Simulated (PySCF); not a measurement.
Does the drawn structure hold up?

C3H10AlNO. Drawn bonds (atoms numbered from 1): C1=C2, C2–C3, C3–O4, C3–Al5, Al5–N6, C1–H7, C1–H8, C2–H9, C3–H10, O4–H11, Al5–H12, Al5–H13, N6–H14, N6–H15, N6–H16.

Geometry after optimisation with GFN2-xTB (Å):

```
atom  x, y, z in Å
C1     2.193    1.231   -1.168
C2     1.319    0.235   -1.080
C3     0.796   -0.321    0.171
O4     0.495   -1.785    0.037
Al5   -1.114   -1.000    0.493
N6    -2.101    0.779    0.961
H7     2.631    1.676   -0.289
H8     2.480    1.659   -2.113
H9     0.885   -0.184   -1.981
H10    1.525   -0.206    0.982
H11    1.256   -2.309   -0.231
H12   -1.431   -1.671    1.867
H13   -2.018   -1.265   -0.757
H14   -2.107    1.426    0.178
H15   -3.054    0.477    1.134
H16   -1.763    1.267    1.786
```

Here a drawn bond counts as lost beyond 1.3 times the sum of covalent radii plus 0.1 Å; another pair counts as a new contact within 1.08 times that sum, or 1.2 times among H, C, N, O, F, S and Cl. Covalent radii used (Å): Al 1.21, C 0.73, H 0.31, N 0.71, O 0.66.

(1) Which drawn bonds no longer describe this geometry, and which new contacts appear?

(2) How long is each drawn bond in this geometry?

## Answers

(1) No drawn bond is lost. New contacts: O4–Al5 (1.85 Å; radii sum 1.87 Å). The tight-binding optimisation can itself be at fault, so a check at a higher level is due before the drawing is dismissed.

(2) 
| drawn bond | length (Å) | over radii sum |
| --- | --- | --- |
| C1–C2 | 1.328 | 0.91 |
| C2–C3 | 1.465 | 1.00 |
| C3–O4 | 1.501 | 1.08 |
| C3–Al5 | 2.052 | 1.06 |
| Al5–N6 | 2.088 | 1.09 |
| C1–H7 | 1.078 | 1.04 |
| C1–H8 | 1.076 | 1.03 |
| C2–H9 | 1.084 | 1.04 |
| C3–H10 | 1.096 | 1.05 |
| O4–H11 | 0.962 | 0.99 |
| Al5–H12 | 1.562 | 1.03 |
| Al5–H13 | 1.565 | 1.03 |
| N6–H14 | 1.016 | 1.00 |
| N6–H15 | 1.014 | 0.99 |
| N6–H16 | 1.016 | 1.00 |

All values are computed, not measured.
